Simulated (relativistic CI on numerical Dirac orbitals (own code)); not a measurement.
# Hyperfine structure of Sc2+, mass number 45

Method of calculation: Dirac-Coulomb-Breit CI, orbitals from a KLI potential per configuration, a model potential for QED, valence Slater integrals scaled by 0.85, P86 correlation energy added to each configuration (own radial code, finite nucleus).

CI space (outside the closed core [Ne] 3s2): 3p6 3d, 3p6 4s, 3p6 4p, 3p6 5s, 3p6 4d, 3p6 5p, 3p6 4f, 3p6 5d, 3p6 6s, 3p6 6p, 3p5 3d2, 3p6 5f, 3p6 5g, 3p6 6d. Levels of other configurations are missing.

Nuclear spin I = 7/2, μ = 4.754 μN, Q = -0.22 b (tables of Stone and Pyykkö). The electronic factors are computed for point nuclear moments, without core polarisation; leaving it out makes A of s and p electrons in near-neutral atoms 20 to 40 % too small, and it can dominate for d and f shells.

```json
{"Level": "3p6 3d 2D_3/2", "E (cm⁻¹)": "0.0", "A (MHz)": "340.1", "B (MHz)": "-34"}
{"Level": "3p6 3d 2D_5/2", "E (cm⁻¹)": "162.6", "A (MHz)": "144.8", "B (MHz)": "-48.2"}
{"Level": "3p6 4s 2S_1/2", "E (cm⁻¹)": "27606.0", "A (MHz)": "4738", "B (MHz)": ""}
{"Level": "3p6 4p 2P°_1/2", "E (cm⁻¹)": "63137.8", "A (MHz)": "1005", "B (MHz)": ""}
{"Level": "3p6 4p 2P°_3/2", "E (cm⁻¹)": "63569.3", "A (MHz)": "193.6", "B (MHz)": "-58.3"}
{"Level": "3p6 4d 2D_3/2", "E (cm⁻¹)": "112074.3", "A (MHz)": "44.04", "B (MHz)": "-4.41"}
{"Level": "3p6 4d 2D_5/2", "E (cm⁻¹)": "112119.0", "A (MHz)": "18.81", "B (MHz)": "-6.26"}
{"Level": "3p6 5s 2S_1/2", "E (cm⁻¹)": "114605.7", "A (MHz)": "1811", "B (MHz)": ""}
```

Levels with J = 0, under 50 % of one LS term, or S terms without an open s electron are left out. Small factors come from cancelling terms and can be off by tens of per cent or more.

Correlation outside the listed configurations is missing or only estimated: errors of thousands of cm⁻¹ between configurations and terms are usual at this charge. Rates and lifetimes follow the computed energies and can be off by large factors. The fine structure of a lone outer electron comes out too small, for d and f at times inverted, and misplaced configurations move strength between like terms. 8 of the 8 excited levels that our extract of the measured tables holds in this range could be paired (the sources list more); they are missed by 500 cm⁻¹ on average and 2067 at most, and levels without a partner can miss by more.

Problem. Give the hyperfine levels of 3p6 3d 2D_3/2 relative to its centre of gravity.

Solution. With K = F(F + 1) − I(I + 1) − J(J + 1), E = AK/2 + B[¾K(K + 1) − I(I + 1)J(J + 1)]/[2I(2I − 1)J(2J − 1)]: F = 2: -2314, F = 3: -1269, F = 4: 100.8, F = 5: 1777 MHz.
